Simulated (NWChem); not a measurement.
System: C$_{2}$H$_{6}$Cl$_{2}$GaN; SMILES C[N]([Ga]([Cl])[Cl])C

Here is an NWChem input.

```
start job
memory heap 200 mb stack 900 mb global 1100 mb
geometry units angstroms
  Ga    -0.156185    -0.032743    -0.072434
  Cl    -0.874742    -1.996663    -0.130675
  Cl    -1.067464     1.431007    -1.257637
  N      1.439102     0.351704     0.820036
  C      2.018257    -0.582873     1.772736
  C      1.888812     1.719373     1.015795
  H      3.100562    -0.645495     1.616055
  H      1.838398    -0.276497     2.810706
  H      1.587936    -1.574757     1.616882
  H      1.706446     2.070346     2.039102
  H      2.963835     1.786264     0.816532
  H      1.365754     2.376872     0.317651
end
basis spherical
  * library def2-svp
end
dft
  xc pbe0
  iterations 150
end
driver
  maxiter 120
end
task dft optimize
task dft freq
```

Output (shortened):

```
             Northwest Computational Chemistry Package (NWChem) 7.3.0
             --------------------------------------------------------

 CS  symmetry detected

                             Geometry "geometry" -> ""
                             -------------------------

 Output coordinates in angstroms (scale by  1.889725989 to convert to a.u.)

  No.       Tag          Charge          X              Y              Z
 ---- ---------------- ---------- -------------- -------------- --------------
    1 Ga                  31.0000    -0.02938192    -0.28770681     0.00000000
    2 Cl                  17.0000     0.01655263    -1.34177593    -1.80666155
    3 Cl                  17.0000     0.01655263    -1.34177593     1.80666155
    4 N                    7.0000     0.15382761     1.57123830     0.00000000
    5 C                    6.0000    -0.02805824     2.35110228    -1.21347137
    6 C                    6.0000    -0.02805824     2.35110228     1.21347137
    7 H                    1.0000     0.75435334     3.11466408    -1.28173532
    8 H                    1.0000    -1.00255227     2.85449646    -1.23697765
    9 H                    1.0000     0.05217662     1.69453802    -2.08283064
   10 H                    1.0000    -1.00255227     2.85449646     1.23697765
   11 H                    1.0000     0.75435334     3.11466408     1.28173532
   12 H                    1.0000     0.05217662     1.69453802     2.08283064

 Effective nuclear repulsion energy (a.u.)     656.4850826137

      Symmetry information
      --------------------

 Group name             Cs
 Group number              2
 Group order               2
 No. of unique centers     7

                                Z-matrix (autoz)
                                --------

 Units are Angstrom for bonds and degrees for angles

      Type          Name      I     J     K     L     M      Value
      ----------- --------  ----- ----- ----- ----- ----- ----------
    1 Stretch                  1     2                       2.09218
    2 Stretch                  1     3                       2.09218
    3 Stretch                  1     4                       1.86795
    4 Stretch                  4     5                       1.45389
    5 Stretch                  4     6                       1.45389
    6 Stretch                  5     7                       1.09538
    7 Stretch                  5     8                       1.09709
    8 Stretch                  5     9                       1.09238
    9 Stretch                  6    10                       1.09709
   10 Stretch                  6    11                       1.09538
   11 Stretch                  6    12                       1.09238
   12 Bend                     1     4     5               121.43584
   13 Bend                     1     4     6               121.43584
   14 Bend                     2     1     3               119.43113
   15 Bend                     2     1     4               119.94923
   16 Bend                     3     1     4               119.94923
   17 Bend                     4     5     7               109.66784
   18 Bend                     4     5     8               112.03249
   19 Bend                     4     5     9               109.42984
   20 Bend                     4     6    10               112.03249
   21 Bend                     4     6    11               109.66784
   22 Bend                     4     6    12               109.42984
   23 Bend                     5     4     6               113.15680
   24 Bend                     7     5     8               108.25711
   25 Bend                     7     5     9               108.47611
   26 Bend                     8     5     9               108.90348
   27 Bend                    10     6    11               108.25711
   28 Bend                    10     6    12               108.90348
   29 Bend                    11     6    12               108.47611
   30 Torsion                  1     4     5     7        -137.06630
   31 Torsion                  1     4     5     8         102.69899
   32 Torsion                  1     4     5     9         -18.18850
   33 Torsion                  1     4     6    10        -102.69899
   34 Torsion                  1     4     6    11         137.06630
   35 Torsion                  1     4     6    12          18.18850
   36 Torsion                  2     1     4     5          16.69814
   37 Torsion                  2     1     4     6         172.73727
   38 Torsion                  3     1     4     5        -172.73727
   39 Torsion                  3     1     4     6         -16.69814
   40 Torsion                  5     4     6    10          55.16114
   41 Torsion                  5     4     6    11         -65.07357
   42 Torsion                  5     4     6    12         176.04863
   43 Torsion                  6     4     5     7          65.07357
   44 Torsion                  6     4     5     8         -55.16114
   45 Torsion                  6     4     5     9        -176.04863

                           NWChem Geometry Optimization
                           ----------------------------

[...]

      ----------------------
      Optimization converged
      ----------------------

  Step       Energy      Delta E   Gmax     Grms     Xrms     Xmax
  ---- ---------------- -------- -------- -------- -------- --------
@   13   -2978.60762233  1.0D-07  0.00001  0.00000  0.00017  0.00063
                                     ok       ok       ok       ok

                                Z-matrix (autoz)
                                --------

 Units are Angstrom for bonds and degrees for angles

[...]

 Rotational Constants
 --------------------
 A=   0.057676 cm-1  (  0.082981 K)
 B=   0.050420 cm-1  (  0.072541 K)
 C=   0.027180 cm-1  (  0.039105 K)

 Temperature                      =   298.15K
 frequency scaling parameter      =   1.0000

 Zero-Point correction to Energy  =   53.334 kcal/mol  (  0.084994 au)
 Thermal correction to Energy     =   59.003 kcal/mol  (  0.094028 au)
 Thermal correction to Enthalpy   =   59.595 kcal/mol  (  0.094971 au)

 Total Entropy                    =   95.844 cal/mol-K
   - Translational                =   41.499 cal/mol-K (mol. weight = 182.9134)
   - Rotational                   =   29.389 cal/mol-K (symmetry #  =        1)
   - Vibrational                  =   24.955 cal/mol-K

 Cv (constant volume heat capacity) =   28.237 cal/mol-K
   - Translational                  =    2.979 cal/mol-K
   - Rotational                     =    2.979 cal/mol-K
   - Vibrational                    =   22.278 cal/mol-K

[normal modes left out]

 ----------------------------------------------------------------------------
 Normal Eigenvalue ||           Projected Infra Red Intensities
  Mode   [cm**-1]  || [atomic units] [(debye/angs)**2] [(KM/mol)] [arbitrary]
 ------ ---------- || -------------- ----------------- ---------- -----------
    1        0.000 ||    0.000252           0.006         0.245       0.123
    2        0.000 ||    0.000127           0.003         0.124       0.062
    3        0.000 ||    0.000013           0.000         0.013       0.006
    4        0.000 ||    0.000317           0.007         0.309       0.156
    5        0.000 ||    0.000138           0.003         0.134       0.068
    6        0.000 ||    0.000461           0.011         0.449       0.226
    7       73.428 ||    0.000000           0.000         0.000       0.000
    8       96.770 ||    0.002497           0.058         2.434       1.226
    9      120.083 ||    0.002800           0.065         2.730       1.375
   10      125.298 ||    0.009116           0.210         8.887       4.476
   11      164.637 ||    0.010241           0.236         9.983       5.028
   12      235.911 ||    0.000000           0.000         0.000       0.000
   13      278.368 ||    0.011729           0.271        11.434       5.758
   14      282.419 ||    0.003796           0.088         3.700       1.864
   15      314.080 ||    0.000021           0.000         0.021       0.010
   16      405.167 ||    0.023964           0.553        23.361      11.765
   17      464.121 ||    0.086044           1.985        83.880      42.245
   18      602.170 ||    0.033042           0.762        32.211      16.223
   19     1027.135 ||    0.113685           2.623       110.826      55.816
   20     1092.290 ||    0.002279           0.053         2.221       1.119
   21     1113.870 ||    0.000000           0.000         0.000       0.000
   22     1159.886 ||    0.000412           0.010         0.402       0.202
   23     1269.325 ||    0.083251           1.921        81.157      40.874
   24     1311.933 ||    0.024595           0.567        23.976      12.075
   25     1430.468 ||    0.000329           0.008         0.320       0.161
   26     1452.220 ||    0.000000           0.000         0.000       0.000
   27     1455.987 ||    0.014850           0.343        14.476       7.291
   28     1459.813 ||    0.012796           0.295        12.474       6.282
   29     1478.521 ||    0.026409           0.609        25.745      12.966
   30     1500.285 ||    0.000464           0.011         0.452       0.228
   31     2994.748 ||    0.046904           1.082        45.724      23.028
   32     2999.236 ||    0.133564           3.081       130.204      65.576
   33     3056.629 ||    0.075138           1.733        73.248      36.890
   34     3065.246 ||    0.000000           0.000         0.000       0.000
   35     3147.637 ||    0.007825           0.181         7.628       3.842
   36     3148.089 ||    0.006186           0.143         6.030       3.037
 ----------------------------------------------------------------------------
```

Level: PBE0/def2-SVP. The printed entropy takes a lower symmetry number than the molecule has.
